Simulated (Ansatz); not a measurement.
Species: CH2S (charge 0, singlet). SMILES: C=S
Structure (B3LYP-D3(BJ)/def2-TZVP (Ansatz, a program for electronic structure) minimum search):
```xyz
4

C     -0.9907     0.1914    -0.1620
S      0.5657    -0.1093     0.0925
H     -1.3280     1.0050    -0.8021
H     -1.7796    -0.4045     0.2939
```

Problem. Give the harmonic wavenumbers at B3LYP-D3(BJ)/def2-TZVP (Ansatz, finite differences of forces, unscaled).

Solution. 1005, 1031, 1093, 1497, 3062, 3141 cm⁻¹. Zero-point energy 15.5 kcal/mol.

Problem. From these and the geometry, give the ideal-gas thermochemistry at 298.15 K and 1 atm (rigid rotor, harmonic oscillator).

Solution. Point group C2v, rotational symmetry number 2. Rotational constants 295.6, 17.78, 16.77 GHz. S(trans) 37.41, S(rot) 17.46, S(vib) 0.25, S(elec, spin only) 0.00, S 55.1 cal/(mol K). H(298) - H(0) 2.43 kcal/mol; G - E(el) 1.5 kcal/mol.
